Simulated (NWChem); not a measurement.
System meant: C4H7Cl; SMILES ClCCC=C

The following NWChem deck was run.

```
start job
memory heap 200 mb stack 900 mb global 1100 mb
geometry units angstroms noautosym nocenter noautoz
  C      0.253446     2.899864     0.357724
  C     -0.279795     1.874418    -0.307600
  C      0.326224     0.508748    -0.414881
  C     -0.560667    -0.548950     0.221970
  Cl     0.124079    -2.189243     0.021314
  H     -0.240668     3.874314     0.397218
  H      1.210458     2.805478     0.881818
  H     -1.241313     2.017697    -0.818317
  H      0.473654     0.242809    -1.476082
  H      1.318758     0.487870     0.061925
  H     -1.561952    -0.562312    -0.232336
  H     -0.675026    -0.374673     1.300875
end
basis spherical
  C library def2-svp
  Cl library def2-svp
  H library def2-svp
end
dft
  xc xtpss03 ctpss03
  iterations 150
end
property
  shielding
end
task dft property
```

End of the output:

```
 Vector   27  Occ=0.000000D+00  E= 5.750869D-02
              MO Center= -1.0D+00,  1.0D+00, -4.8D-01, r^2= 6.3D+00
   Bfn.  Coefficient  Atom+Function         Bfn.  Coefficient  Atom+Function
  ----- ------------  ---------------      ----- ------------  ---------------
    86      1.130930   8 H  s               101      1.004250  11 H  s
    45     -0.747521   4 C  s                17     -0.710454   2 C  s
    76      0.665491   6 H  s                91      0.608284   9 H  s
    49      0.594165   4 C  px               31     -0.508838   3 C  s
    21      0.464373   2 C  px              106      0.390261  12 H  s

 center of mass
 --------------
 x =   0.01023760 y =  -0.23486748 z =  -0.01788715

 moments of inertia (a.u.)
 ------------------
        1267.144892127032          -2.270051016554           0.136189786927
          -2.270051016554          93.536325325166          -5.308854552498
           0.136189786927          -5.308854552498        1282.740357753429

     Multipole analysis of the density
     ---------------------------------

     L   x y z        total         alpha         beta         nuclear
     -   - - -        -----         -----         ----         -------
     0   0 0 0     -0.000000    -24.000000    -24.000000     48.000000

     1   1 0 0     -0.244517      0.039784      0.039784     -0.324084
     1   0 1 0      0.661686      0.634586      0.634586     -0.607486
     1   0 0 1      0.032624      0.374683      0.374683     -0.716741

     2   2 0 0    -27.472801    -34.384787    -34.384787     41.296773
     2   1 1 0      0.056241     -2.357602     -2.357602      4.771445
     2   1 0 1      0.692900     -0.370328     -0.370328      1.433557
     2   0 2 0    -30.697999   -344.029681   -344.029681    657.361364
     2   0 1 1      0.392670     -2.751065     -2.751065      5.894800
     2   0 0 2    -28.355867    -28.829200    -28.829200     29.302533

          -----------------------------------------
          Chemical Shielding Tensors (GIAO, in ppm)
          -----------------------------------------

 ------------------------------------------------------------------------
  xtpss03: d2 not coded                    0
 ------------------------------------------------------------------------
 ------------------------------------------------------------------------
  current input line :
    29: task dft property
 ------------------------------------------------------------------------
 ------------------------------------------------------------------------
 This error has not yet been assigned to a category
 ------------------------------------------------------------------------
 For more information see the NWChem manual at https://nwchemgit.github.io

0: xtpss03: d2 not coded:Received an Error in Communication
```

Task: What is wrong, and how is it mended?

Result: The program stopped with an error. Cause: this functional's second derivatives, which shieldings need, aren't coded here; the fix takes a hybrid GGA instead. This input runs:
```
start job
memory heap 200 mb stack 900 mb global 1100 mb
geometry units angstroms noautosym nocenter noautoz
  C      0.253446     2.899864     0.357724
  C     -0.279795     1.874418    -0.307600
  C      0.326224     0.508748    -0.414881
  C     -0.560667    -0.548950     0.221970
  Cl     0.124079    -2.189243     0.021314
  H     -0.240668     3.874314     0.397218
  H      1.210458     2.805478     0.881818
  H     -1.241313     2.017697    -0.818317
  H      0.473654     0.242809    -1.476082
  H      1.318758     0.487870     0.061925
  H     -1.561952    -0.562312    -0.232336
  H     -0.675026    -0.374673     1.300875
end
basis spherical
  C library def2-svp
  Cl library def2-svp
  H library def2-svp
end
dft
  xc pbe0
  iterations 150
end
property
  shielding
end
task dft property
```
It converges to -616.21194 Ha (PBE0/def2-SVP, GIAO).
